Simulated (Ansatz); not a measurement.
CH₄GeO₂Zn. Total charge 0; spin multiplicity 1. For Zn the d shell is correlated and the shells below it are frozen. Correlated methods include outer-core shells of Ge, which these sets cover unevenly. Scalar relativity is left out up to krypton.

Z-matrix (Å, degrees):
```
Ge
O 1 1.768
Zn 1 2.612 2 46.6
C 1 2.030 2 98.2 3 -4.0
H 1 1.547 2 113.5 3 109.4
H 1 1.541 2 111.7 3 -122.4
O 4 1.375 1 122.2 2 130.0
H 4 1.092 1 113.0 2 -99.5
H 7 0.961 4 109.6 1 -41.2
```

Problem. Give the diagnostics of a CCSD(T)/def2-TZVPP run (frozen core, the Gaussian-basis code of Ansatz). (Estimate.)

Solution. Computed: T1 = 0.0192, largest single amplitude 0.063, largest double 0.099, (T) share of the correlation energy 3.9 %, 12 CCSD cycles. The RHF solution is unstable towards an unrestricted one. T1 lies under the customary mark of 0.02 for closed shells.
